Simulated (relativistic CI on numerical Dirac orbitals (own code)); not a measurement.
## Transition arrays of Kr13+

Calculated at this level of theory: Dirac-Coulomb-Breit CI, separate exchange-only KLI orbitals for each configuration, a model potential for QED, valence Slater integrals scaled by 0.9, whole transition arrays (own radial code, finite nucleus).

Configurations in the expansion (outside the closed core [Ne] 3s2): 3p6 3d5, 3p6 3d4 4f, 3p5 3d6, 3p6 3d4 4p, 3p6 3d4 5f. Levels of other configurations are missing.

All E1 lines from the levels of 3p6 3d5; mean and standard deviation are weighted by gf, and upper levels are sorted by their leading configuration.

| Upper configuration | Lines | Σgf | Mean (eV) | Mean (nm) | σ (eV) | Strongest line (nm) |
| --- | --- | --- | --- | --- | --- | --- |
| 3p6 3d4 4f | 5470 | 700.7 | 270.85 | 4.578 | 4.07 | 4.542 |
| 3p5 3d6 | 3245 | 317.3 | 130.61 | 9.492 | 9.51 | 8.637 |
| 3p6 3d4 4p | 3245 | 59.5 | 195.72 | 6.335 | 3.99 | 6.322 |
| 3p6 3d4 5f | 5470 | 333.2 | 331.93 | 3.735 | 4.53 | 3.711 |

Σgf per state of the lower configuration in bins of 0.2 nm over the central range (centre: value): 3.7: 1.16, 3.9: 0.16, 4.5: 1.91, 4.7: 0.85, 6.1: 0.02, 6.3: 0.15, 6.5: 0.05, 8.7: 0.15, 8.9: 0.19, 9.1: 0.13, 9.3: 0.11, 9.5: 0.11, 9.7: 0.14, 9.9: 0.07, 10.1: 0.09, 10.3: 0.07.

How do configuration mixing and the scaling of the Slater integrals move the arrays?

Slater scale 0.9, no configuration mixing: 3p6 3d4 4f 270.9 ± 4.1 eV (Σgf 694.0), 3p5 3d6 131.0 ± 9.6 eV (Σgf 350.5), 3p6 3d4 4p 195.9 ± 3.9 eV (Σgf 66.0), 3p6 3d4 5f 331.8 ± 4.5 eV (Σgf 248.1); Slater scale 1: 3p6 3d4 4f 271.3 ± 4.5 eV (Σgf 707.4), 3p5 3d6 132.0 ± 10.4 eV (Σgf 316.6), 3p6 3d4 4p 195.8 ± 4.4 eV (Σgf 58.8), 3p6 3d4 5f 332.2 ± 5.0 eV (Σgf 337.6); Slater scale 0.8: 3p6 3d4 4f 270.4 ± 3.6 eV (Σgf 694.0), 3p5 3d6 129.2 ± 8.6 eV (Σgf 317.9), 3p6 3d4 4p 195.7 ± 3.6 eV (Σgf 60.2), 3p6 3d4 5f 331.7 ± 4.0 eV (Σgf 329.1). With mixing, levels are counted to their leading configuration, so an array can shrink or vanish into another, and the sums then hold other lines.
